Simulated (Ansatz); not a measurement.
Bonds to the group Y in Y-Sn(OH)3. Gas-phase values, no solvent. Each species was relaxed from one start; no search for lower structures was made at this level. In the def2 sets, heavy atoms carry core potentials. Strings in code marks are SMILES.

Quantity: electronic energy of homolysis of the metal–ligand bond (relaxed doublet parts, no counterpoise, zero-point or spin–orbit term), in eV. HF references are unrestricted for open shells and restricted for singlets.

Fragment left after the loss: `[OH][Sn]([OH])[OH]` (neutral, multiplicity 2). Bound species: but-3-enyl: `[OH][Sn]([OH])([CH2]CC=C)[OH]` (neutral, multiplicity 1), with this geometry (Å):

```xyz
18

C      3.4724     0.0842     0.1334
C      2.4178    -0.0264    -0.6752
C      1.0285     0.4204    -0.3386
C      0.0488    -0.7544    -0.3045
Sn    -1.9219    -0.1308     0.2161
O     -2.9166     0.6286    -1.3221
O     -1.8810     1.3023     1.5868
O     -3.0633    -1.5662     0.9677
H      3.3839     0.5428     1.1240
H      4.4621    -0.2718    -0.1641
H      2.5477    -0.4937    -1.6606
H      0.6911     1.1573    -1.0892
H      1.0293     0.9424     0.6318
H     -0.0225    -1.2614    -1.2796
H      0.3504    -1.5079     0.4392
H     -3.2901     1.4870    -1.0873
H     -2.4394     1.0662     2.3376
H     -3.8972    -1.6184     0.4847
```

Task: Estimate the electronic energy of homolysis of the metal–ligand bond (relaxed doublet parts, no counterpoise, zero-point or spin–orbit term) that frozen-core MP2/def2-TZVPP // PBE0-D3(BJ)/def2-SVP (Ansatz, a quantum-chemistry and plane-wave program) returns for this input.

Result: 3.34 eV.
